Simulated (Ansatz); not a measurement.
Ge(H)2 cation (GeH2), SMILES [GeH2] (connectivity only; charge and spin as stated), charge +1, multiplicity 2.

The structure is a stationary point at ωB97X-D3(BJ)/def2-TZVPD. The spin state was assumed, not searched. The isomer is the one that the SMILES or the coordinates give; other isomers of the formula were not compared.

Two levels are set side by side: PBE/def2-TZVPD (Ansatz, a first-principles code) and PBE0/def2-TZVPD (Ansatz). Energy differences of separate SCF runs at the same geometry; the states with an electron removed or added have multiplicity 1 and 1. Differences are taken from unrounded values.

```tsv
quantity	PBE0	PBE	PBE minus PBE0
vertical ionisation energy (eV)	17.40	17.34	-0.06
vertical electron affinity (eV)	8.38	8.41	0.03
```

On these quantities the two levels nearly agree.
